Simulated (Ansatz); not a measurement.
Cost and result for the atomization energy of C2H4ClI (`ClCCI`) (8 atoms, 7 bonds).

```xyz
8

Cl   -0.262    2.177   -0.183
C     0.513    0.571   -0.048
C    -0.552   -0.484    0.041
I     0.365   -2.414    0.203
H     1.141    0.442   -0.928
H     1.140    0.591    0.842
H    -1.173   -0.367    0.924
H    -1.173   -0.516   -0.851
```

The species carries charge 0 and has multiplicity 1. Correlated methods include outer-core shells of I, which these sets cover unevenly. I: def2 effective core potential. The geometry is a stationary point of PBE0-D4/def2-TZVP. It is one conformer, not always the lowest. Program: Ansatz. Hardware: A = 2 threads of an AMD EPYC 7R13 on a shared host; B = 2 threads of an AMD EPYC 7R13 on a shared host and a share of an NVIDIA H100 80 GB. Times are those of one run each, without the atoms' runs, and a repeat can differ threefold. Electronic energies, without spin–orbit coupling; frozen cores. CCSD(T)/CBS adds CCSD(T) − MP2 in def2-TZVPP to the MP2 limit, and its time is that of the two runs behind it. T1 = 0.008. With those shells the extrapolation isn't a true limit. B3LYP takes the VWN-RPA correlation (the form of Gaussian; ORCA's B3LYP/G).

CCSD(T)/CBS is a level of theory with its own doubt, some kJ/mol a heavy atom from the limit and from the frozen cores, so smaller differences don't rank the functionals.

```csv
level,functions,wall time
PBE-D4/def2-TZVPP (with forces) [A],210,2.6 s
PBE0-D4/def2-TZVPP [A],210,3.6 s
B3LYP-D4/def2-TZVPP (with forces) [A],210,5.5 s
r2SCAN-D4/def2-TZVPP (with forces) [A],210,5.5 s
B2PLYP/def2-TZVPP [A],210,7 s
ωB97X-V/def2-TZVPP [A],210,8 s
CCSD(T)/def2-TZVPP [B],210,8.5 s
ωB97M-V/def2-TZVPP (with forces) [A],210,12 s
CCSD(T)/def2-QZVPP [B],386,17 s
CCSD(T)/CBS(def2),–,26 s
```

(1) What atomization energy does each give, and how far from CCSD(T)/CBS? (An estimate is asked.)

## Answers

(1) Computed: 
| level | atomization (kJ/mol) | difference from CCSD(T)/CBS | per bond |
| --- | --- | --- | --- |
| PBE-D4/def2-TZVPP (with forces) [A] | 2779.8 | 58.9 | 8.4 |
| PBE0-D4/def2-TZVPP [A] | 2735.2 | 14.3 | 2.0 |
| B3LYP-D4/def2-TZVPP (with forces) [A] | 2697.4 | -23.5 | -3.3 |
| r2SCAN-D4/def2-TZVPP (with forces) [A] | 2718.9 | -2.0 | -0.3 |
| B2PLYP/def2-TZVPP [A] | 2673.2 | -47.7 | -6.8 |
| ωB97X-V/def2-TZVPP [A] | 2707.9 | -13.0 | -1.8 |
| CCSD(T)/def2-TZVPP [B] | 2644.6 | -76.3 | -10.9 |
| ωB97M-V/def2-TZVPP (with forces) [A] | 2708.4 | -12.5 | -1.8 |
| CCSD(T)/def2-QZVPP [B] | 2686.6 | -34.3 | -4.9 |
| CCSD(T)/CBS(def2) | 2720.9 | 0.0 | 0.0 |

From PBE to PBE0 (25 % exact exchange), in def2-TZVPP and without D4, the atomization energy moves by −41.8 kJ/mol: exact exchange takes away binding that semilocal exchange gives to molecules. In def2-TZVPP, CCSD(T) changes the Hartree–Fock value by +678.2 kJ/mol (the triples alone add +47.6 kJ/mol) and MP2 by +731.7 kJ/mol; breaking electron pairs costs correlation energy, which Hartree–Fock lacks. The D4 term adds +29.6 kJ/mol with B3LYP and +15.3 kJ/mol with PBE0; it sums over pairs of atoms, weighted by their polarisabilities, and B3LYP, whose exchange is more repulsive, gets the larger term.

Spin–orbit coupling would lower the free I atoms strongly, and the atomization energy with them, by more than many differences here.
